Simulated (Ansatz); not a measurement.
`[NH2][Mo](=[O])([F])=[S]` + CH₄ → `[CH3][Mo](=[O])([F])=[S]` + NH₃ at 500 K and 1 bar (formal exchange of groups at a Mo–N bond).

Program: Ansatz. Geometries: PBE0-D4/def2-TZVP. ΔE: electronic, gas phase. CBS: MP2 limit from def2 TZ/QZ plus the TZ coupled-cluster correction, frozen cores. This one scheme is used for every species. def2 core potentials past Kr. For Mo outer-core shells are correlated without core-valence functions, which leaves a few kJ/mol of doubt a bond. Each species was taken in one conformer, which may not be the lowest.

| species | CCSD(T)/CBS energy (Eh) | H − E (kJ/mol) | S (J/(mol·K)) |
| --- | --- | --- | --- |
| `[NH2][Mo](=[O])([F])=[S]` | -696.93442 | 128.9 | 398.0 |
| CH₄ | -40.46206 | 135.6 | 206.8 |
| `[CH3][Mo](=[O])([F])=[S]` | -680.85708 | 156.6 | 410.5 |
| NH₃ | -56.50880 | 108.2 | 211.8 |

H − E and S are ideal-gas, rigid-rotor, harmonic terms from PBE0-D4/def2-TZVP, for one conformer and one mirror image of each species. 1 Eh = 2625.50 kJ/mol, R = 8.31446 J/(mol·K).

**Question.** By hand: ΔE, ΔH, ΔS and ΔG.

**Answer.** ΔE = (-680.85708) + (-56.50880) − (-696.93442) − (-40.46206) = 0.03060 Eh = 80.3 kJ/mol. Δ(H − E) = 156.6 + 108.2 − 128.9 − 135.6 = 0.3, so ΔH = 80.6 kJ/mol. ΔS = 410.5 + 211.8 − 398.0 − 206.8 = 17.5 J/(mol·K). ΔG = 80.6 − 500 × (17.5)/1000 = 71.8 kJ/mol.

**Question.** By hand: the equilibrium constant, and the temperature at which ΔG would vanish if ΔH and ΔS stayed fixed.

**Answer.** log₁₀ K = −ΔG/(RT ln 10) = -7.5. ΔG = 0 at ΔH/ΔS = 4606 K, far beyond where these terms or the molecules hold.

ΔH outweighs TΔS. A doubt of 5 kJ/mol in ΔE shifts log₁₀ K by 0.5 here. Other conformers and mirror images would add mixing entropy, several J/(mol·K) or more a flexible species. These are equilibria of isolated gas molecules and say nothing of rates. Largest T1 diagnostic: 0.025 (customary marks: 0.02 for closed shells, 0.045 for open ones).
